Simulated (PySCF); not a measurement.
One molecule, one basis, several functionals.

Species: C2H8NPSi.
InChI=1S/C2H8NPSi/c1-2-5(3)4/h2,5H,1,3-4H2/t5-/m1/s1

Torsions of this conformer, `[CH2:1]=[CH:2][Si@H:3]([NH2:4])[PH2:5]`: C1–C2–Si3–N4 138°, H–N4–Si3–C2 164°, H–N4–Si3–C2 -57°, H–P5–Si3–C2 78°, H–P5–Si3–C2 172°.

PySCF, pcSseg-1 basis, density fitting, gas phase, PBE0-D3(BJ)/def2-SVP geometry. One functional is left out:

```csv
functional,exact exchange (%),HOMO energy (eV),LUMO energy (eV),dipole moment (D)
B97-D,0,-5.54,-1.44,1.844
BLYP,0,-5.38,-1.40,1.819
BP86,0,-5.66,-1.66,1.930
LDA,0,-5.66,-1.78,2.029
OPBE,0,-5.56,-1.47,1.983
PBE,0,-5.55,-1.57,1.933
B3LYP,20,-6.52,-0.78,1.804
PBE0,25,-6.77,-0.59,1.900
mPW1PW91,25,-6.80,-0.60,1.876
BHandHLYP,50,-7.82,0.52,1.760
```

Task: Predict the row of B97-2 (21 % exact exchange) by straight lines through the other rows, and check it.

Result: 
```tsv
property	line	computed	computed − line	B3LYP (20 %), for comparison
HOMO energy (eV)	-6.54	-6.53	+0.01	-6.52
LUMO energy (eV)	-0.71	-0.63	+0.08	-0.78
dipole moment (D)	1.861	1.859	-0.002	1.804
```

Task: Which of these properties follows the share of exact exchange most closely, and which least?

Result: Most closely the HOMO energy, least the dipole moment; the correlations over the tabulated rows are HOMO energy -0.994, LUMO energy 0.987, dipole moment -0.616. The HOMO energy moves by -0.463 eV for every 10 %. Functionals with the same share still differ in their other parts: at 0 % BLYP and BP86 differ by 0.28 eV in it.
